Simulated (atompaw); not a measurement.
## Cutoff test, Pr, PAW (atompaw)

Pr (Z = 59), PAW, made with atompaw 4.2.0.5 (PBE, scalar-relativistic). Core [Kr], reference 4d10 4f3 5s2 5p6 5d0 6s1 6p0 (charge +1). Waves: 5s (bound); 6s (bound); 5p (bound); 6p (bound, empty); 4d (bound); 5d (bound, empty); 4f (bound); 4f channel at 4.2 Ry. Local part: troulliermartins scheme with l = 4 at -0.5 Ry, radius 2.50 bohr. Core correction: smooth core density matched at 2.30 bohr. Augmentation charge: sinc compensation charge, radius 2.15 bohr; PAW radius 2.65 bohr; waves and projectors: bloechl.

The pseudo-atom Hamiltonian at the reference potential is diagonalised in spherical Bessel functions j_l(qr) that vanish at 20 bohr, with q² up to the cutoff. All-electron valence levels (Ry): 5s -3.2990, 6s -0.5940, 5p -2.0079, 6p -0.3821, 4d -8.5463, 5d -0.5398, 4f -0.5167.

**Question.** How do the lowest levels (Ry) of each channel move with the cutoff, and are there ghosts?

**Answer.**

| cutoff (Ry) | s #1 | s #2 | s #3 | p #1 | p #2 | p #3 | d #1 | d #2 | d #3 | f #1 | Σ f·Δε (mRy) |
| --- | --- | --- | --- | --- | --- | --- | --- | --- | --- | --- | --- |
| 8 | -3.2851 | -0.5930 | -0.1960 | -1.8970 | -0.3707 | -0.1254 | -7.9626 | -0.2618 | -0.0842 | -0.0859 | 7823.6 |
| 15 | -3.2931 | -0.5933 | -0.1960 | -2.0058 | -0.3819 | -0.1291 | -8.3821 | -0.2980 | -0.0983 | -0.0861 | 2958.4 |
| 21 | -3.2971 | -0.5937 | -0.1961 | -2.0070 | -0.3820 | -0.1291 | -8.4964 | -0.3597 | -0.1184 | -0.3917 | 883.2 |
| 35 | -3.2990 | -0.5940 | -0.1962 | -2.0079 | -0.3821 | -0.1291 | -8.5433 | -0.5136 | -0.1519 | -0.5158 | 32.4 |
| 45 | -3.2990 | -0.5940 | -0.1962 | -2.0079 | -0.3821 | -0.1291 | -8.5460 | -0.5370 | -0.1556 | -0.5166 | 2.6 |
| 60 | -3.2990 | -0.5940 | -0.1962 | -2.0079 | -0.3821 | -0.1291 | -8.5463 | -0.5398 | -0.1560 | -0.5167 | 0.0 |
| 400 | -3.2990 | -0.5940 | -0.1962 | -2.0079 | -0.3821 | -0.1291 | -8.5463 | -0.5398 | -0.1560 | -0.5167 | 0.0 |

Result: no extra level below or beside the all-electron valence levels (s, p, d, f tested); 10 mRy is reached at 40 Ry and 1 mRy at 50 Ry.
